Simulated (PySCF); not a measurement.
**Spinor energies of Lu⁵⁹⁺ (lutetium, charge +59)**

Start: [Ne] 3s2. Calculated with PySCF 2.14 in an uncontracted even-tempered set (18 s from 18 bohr⁻², ratio 2.4; 14 p from 24 bohr⁻², ratio 2.4; 4 d from 77 bohr⁻², ratio 2.6; 4 f from 110 bohr⁻², ratio 2.6): generalised Hartree-Fock with the X2C-1e Hamiltonian and a Gaussian nucleus; one run each with spin-orbit coupling (SO) switched off, then screened by Boettger's factors.

```tsv
spinor shell	electrons	ε, spin-free (eV)	ε, screened SO (eV)	weight of nominal j (screened SO)	rms radius, screened SO (bohr)
1s1/2	2	-68512.0	-68499.6	1.000	0.0219
2s1/2	2	-15549.5	-15546.5	1.000	0.0869
2p1/2	2	-14259.4	-15080.8	1.000	0.0739
3s1/2	2	-6331.6	-6331.0	1.000	0.207
```

(1) Where does 2p3/2 lie, and what is the 2p spin-orbit splitting (screened SO)?

```json
{"quantity": "E (hartree)", "spin-free": "-10557.66811", "screened SO": "-10569.16759"}
{"quantity": "M_J", "spin-free": "0", "screened SO": "0"}
{"quantity": "⟨J²⟩", "spin-free": "0.000", "screened SO": "0.000"}
{"quantity": "⟨L²⟩", "spin-free": "0.000", "screened SO": "0.028"}
{"quantity": "⟨S²⟩", "spin-free": "0.000", "screened SO": "0.028"}
```

Breit and QED terms are absent; they matter most for the inner s and p1/2 levels.

Densities and radii are taken from the X2C orbitals without a picture-change correction, which distorts them close to the nucleus.

Without spin-orbit coupling the j labels of p, d and f shells carry no meaning; the spin-free column gives the mean over the occupied spinors of each nl shell.

## Answers

(1) At -13923.5 eV, 1157.4 eV above 2p1/2.
